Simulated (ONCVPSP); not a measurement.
# What the settings do to the ONCV potential of strontium (Sr)

Base potential:

Sr, optimised norm-conserving Vanderbilt (ONCV), made with ONCVPSP 4.0.1 (PBEsol, scalar-relativistic). Core [Ar] 3d10, reference 4s2 4p6 5s1.5 (charge +0.5). Waves: 4s+5s: rc 2.50 bohr, ncon 5, nbas 8, qcut 4.6 1/bohr, 2 projectors; 4p: rc 1.75 bohr, ncon 4, nbas 7, qcut 5 1/bohr, 2 projectors, debl 2.9 Ha; d scattering state at 0.22 Ha: rc 1.90 bohr, ncon 4, nbas 8, qcut 4.5 1/bohr, 3 projectors, debl 3.9 Ha. Local part: polynomial inside 1.55 bohr (lpopt 5, dvloc0 3 Ha). Core correction: polynomial model core, fcfact 0.65.

In the d channel the program set the typed energies aside and used 0.050, 3.950, 7.850 Ha.

All-electron outer shells of the reference configuration (PBEsol, scalar-relativistic, ld1.x):

```
shell  level (eV)  outermost node (bohr)  outermost maximum (bohr)
   4s      -43.89                   0.59                      1.19
   4p      -25.81                   0.61                      1.33
   5s       -5.87                   1.64                      3.58
```

Cutoffs, loose and tight: the cutoffs (Ha) at which the residual kinetic energy of the hardest occupied pseudo-wave falls to 1 and 0.1 mHa per electron. They do not see the model core or the augmentation charge, which bear on the density cutoff. Test errors are all-electron minus pseudo excitation energies from the reference, over the configurations 4s2 4p6 5s2; 4s2 4p6 5s1; 4s2 4p6 5s0; 4s2 4p6 5s1 5p1. A dash means not determined; rows that change the core or the reference have their own tests.

1 further variants are left out, since the program set their typed debl aside.

```tsv
change	outcome	cutoff, loose	cutoff, tight	bound ghosts	GHOST(+) flags above zero	largest test error (meV)
base	generated, projector energies reset by the program	11 Ha	41 Ha	none	none	-3.5
d: qcut 5.2	generated, projector energies reset by the program	11 Ha	41 Ha	none	none	-3.5
s: ncon 4, nbas 7	generated, projector energies reset by the program	11 Ha	41 Ha	none	none	-3.9
reference 4s2 4p6 5s1.75 5p0.25; wave 4p: rc 1.75 bohr, ncon 4, nbas 7, qcut 5 1/bohr, 2 projectors, debl 2.9 Ha becomes 4p+5p: rc 1.75 bohr, ncon 4, nbas 7, qcut 5 1/bohr, 2 projectors	generated, projector energies reset by the program	11 Ha	41 Ha	none	none	-3.9
s: qcut 4.8; p: qcut 5.2; d: qcut 4.7	generated, projector energies reset by the program	11 Ha	39 Ha	none	none	-3.3
local potential polynomial inside 1.30 bohr (lpopt 5, dvloc0 2 Ha)	generated, projector energies reset by the program	11 Ha	41 Ha	none	s, d	-3.4
s: qcut 4.1	generated, projector energies reset by the program	11 Ha	41 Ha	none	none	-3.9
functional BLYP	generated, projector energies reset by the program	11 Ha	41 Ha	none	none	-3.7
local potential polynomial inside 1.55 bohr (lpopt 5, dvloc0 7 Ha)	generated, projector energies reset by the program	11 Ha	41 Ha	none	d	-3.5
fully relativistic	generated, projector energies reset by the program	11 Ha	41 Ha	none	none	-2.4
d: rc 2.68	generated, projector energies reset by the program	11 Ha	41 Ha	none	none	-3.5
```
